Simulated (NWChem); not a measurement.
System: BSi$_{2}$H$_{6}$F; SMILES [SiH3]B(F)[SiH3]

```xyz
10

B      0.4870     0.0001     0.0321
F      1.8105    -0.0001     0.1240
Si    -0.5041    -1.7885    -0.0709
H     -0.8901    -2.0180    -1.5022
H     -1.7706    -1.7197     0.7252
H      0.3087    -2.9537     0.3977
Si    -0.5086     1.7887    -0.0032
H     -1.0913     2.0171     1.3601
H     -1.6510     1.7208    -0.9690
H      0.3619     2.9542    -0.3523
```
Atoms are numbered in this order, from 1.

The geometry was optimised at PBE0/def2-SVP. B3LYP is NWChem's, with the RPA form of VWN correlation.

 Unshifted, non-relativistic core excitations; the lowest 4 roots alone, so stronger bands may lie above.

**Question.** List the first F K-edge excitations from B3LYP/6-311G** (spherical d), restricted-window TDA (NWChem).

**Answer.** 
```tsv
state	energy (eV)	dipole oscillator strength	leading excitation (squared amplitude)
S1	668.0	0.0141	1s of atom 2 or its equivalents → LUMO (0.99)
S2	671.0	0.0024	1s of atom 2 or its equivalents → LUMO+1 (0.98)
S3	671.9	0.0010	1s of atom 2 or its equivalents → LUMO+2 (0.98)
S4	672.1	0.0001	1s of atom 2 or its equivalents → LUMO+3 (1.00)
```
